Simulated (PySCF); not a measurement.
Computed shifts of a molecule CH4ClFOSi2, PBE/pcSseg-1 (PySCF), GIAO, gas phase, atoms alike by connectivity averaged where their shifts nearly agree, in ppm (number of nuclei): ¹³C: 294.7 (1). ²⁹Si: -36.7 (1), -91.5 (1). ¹⁹F: -185.1 (1). ¹H: 5.14 (1), 4.48 (3). References: ¹⁷O against H2O (σ = 334.3 ppm); ¹³C against TMS (σ = 182.0 ppm); ²⁹Si against TMS (σ = 335.4 ppm); ¹⁹F against CFCl3 (σ = 133.6 ppm); ³⁵Cl against HCl (σ = 936.5 ppm); ¹H against TMS (σ = 31.49 ppm), references at their B3LYP-D3(BJ)/def2-TZVP geometries, non-relativistic (without spin–orbit terms, shifts of atoms bonded to Cl or Br come out too high). Geometry: TPSSh-D3(BJ)/def2-SVP. One conformer was computed; it need not be the lowest.

Question: Which molecule gave these data?
(A) O=C[Si@@H](Cl)[SiH2]F
(B) F[C@@H]1[SiH2]O[Si@H]1Cl
(C) O=C([SiH3])[Si@@H](F)Cl
(D) O=C[SiH2][Si@@H](F)Cl

Answer: C, O=C([SiH3])[Si@@H](F)Cl
